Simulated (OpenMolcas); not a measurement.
**Nb+: from RASSCF to RASPT2**

```
Program             : OpenMolcas 26.06
Basis               : ANO-RCC-VDZP [6s5p3d1f]
Scalar Hamiltonian  : DKH2, point nucleus
Active space        : 4 electrons in 9 orbitals (RAS2 4d 5s; RAS3 5p, at most 2 electrons)
State averaging     : 2S+1 = 5 even, 15 roots; 2S+1 = 3 even, 90 roots kept (CI in the orbitals of an earlier block); 2S+1 = 1 even, 84 roots kept (CI in the orbitals of an earlier block, 68 in the spin-orbit step); 2S+1 = 5 odd, 56 roots (21 in the spin-orbit step); 2S+1 = 3 odd, 78 roots kept (CI in the orbitals of an earlier block, 21 in the spin-orbit step); 2S+1 = 1 odd, 80 roots kept (CI in the orbitals of an earlier block, 0 in the spin-orbit step)
Spin-orbit coupling : RASSI with atomic mean-field integrals over the reference wave functions, term energies averaged over their components
```

Methods on the same reference wave functions:
A. RASSCF
B. SS-RASPT2, IPEA 0.25 Eh, imaginary shift 0.1 Eh (closed shells correlated: 4s 4p)
C. MS-RASPT2, IPEA 0.25 Eh, imaginary shift 0.1 Eh (closed shells correlated: 4s 4p)

Energies in cm⁻¹ above 4d⁴ ⁵D₀, the measured ground level; measured values from NIST Handbook of Basic Atomic Spectroscopic Data.

```tsv
Level	A	B	C	Measured
4d⁴ ⁵D₀	0.0	0.0	0.0	0.0
4d⁴ ⁵D₁	165	181	181	159
4d³ 5s ⁵F₁	383	1408	1408	2357
4d⁴ ⁵D₂	465	495	495	438
4d³ 5s ⁵F₂	653	1681	1681	2629
4d⁴ ⁵D₃	863	899	899	801
4d³ 5s ⁵F₃	1049	2080	2080	3030
4d⁴ ⁵D₄	1335	1365	1365	1225
4d³ 5s ⁵F₄	1561	2590	2590	3543
4d³ 5s ⁵F₅	2172	3200	3200	4146
4d⁴ ³P₀(1)	7662	5780	5780	5562
4d⁴ ³P₁(1)	8281	6420	6420	6192
4d³ 5s ³F₂(1)	8875	7800	7810	
4d⁴ ³P₂(1)	9361	7500	7500	7261
4d³ 5s ³F₃(1)	9377	8320	8320	
4d³ 5s ³F₄(1)	9940	8880	8880	
4d³ 5s ⁵P₁	10689	10270	10270	
4d³ 5s ⁵P₂	10982	10490	10490	
4d³ 5s ⁵P₃	11319	10920	10920	
4d³ 5s ³G₃	12068	11410	11410	
4d³ 5s ³G₄	12340	11760	11760	
4d³ 5s ³G₅	12630	12090	12090	
4d⁴ ³H₄	12652	11480	11470	
4d⁴ ³H₅	12992	11820	11820
```

Deviations, from unrounded energies. A percentage is the sum of absolute deviations over the sum of measured energies, with the sign that they share, or ± where signs differ.

```tsv
Against measurement	Levels	A	B	C
mean absolute deviation (cm-1)	12	1400	480	480
fine structure of the ground term (%)	4	+7.8	+12.1	+12.1
other terms of the ground configuration (%)	3	+33.1	+3.6	+3.6
other configurations (%)	5	-63.0	-30.2	-30.2
```

B, C lie about equally close to measurement and A furthest from it. The largest miss of C in the table is 4d³ 5s ⁵F₃, by -950 cm-1. The ranking rests on the paired levels alone, and a cruder setting can come out closer through cancelling errors.

Between B and C the level of the table that moves most is 4d⁴ ³H₄, by 10 cm-1 (lowest in C, highest in B). Moves below CASPT2's spread within the term are not significant.

The two smallest mean deviations differ by little beside CASPT2's spread within terms, so their order carries little weight.

From A to B the spin-free energies of the other terms of 4d⁴ shown, above ⁵D, scale by factors of 0.76 to 0.91, as is usual when dynamic correlation screens the repulsion within a d or f shell.

The lowest spin-free term lies below A's lowest term by 0.228 hartree in B, 0.228 hartree in C.

CASPT2 breaks the degeneracy within a term, and the mean is taken; among the terms shown or strongly mixed into the levels shown the widest spread is 940 cm-1 (4d³ 5s ⁵F, C). Some high roots are left out of the spin-orbit mixing, which shifts the levels that they would mix with. Terms from blocks run as CI alone lack orbitals of their own. Configurations are named by rounded mean occupations; where the s occupation lies near a half they are strongly mixed, a name can repeat and a true partner stay unpaired. A single d shell beside an s shell can misplace configurations of different d count against each other. Without dynamic correlation excited terms often stand tens of per cent too high (terms of higher spin than the ground term too low), and those without a measured partner can miss by more than the paired ones (holds for A). Blocks of more than 70 roots (2S+1 = 3 even) ran without multistate coupling (holds for C). Computed and measured levels are paired by configuration, term and J; levels that our copy of the source lacks, or whose pairing is in doubt (as where it misses far off the trend of its configuration), stay unpaired and out of the deviations. Only configurations of the active space appear. Levels that lie high or do not pair safely by name in every column are left out.

A number in round brackets counts repeated terms of one configuration in the order of the reference energies.
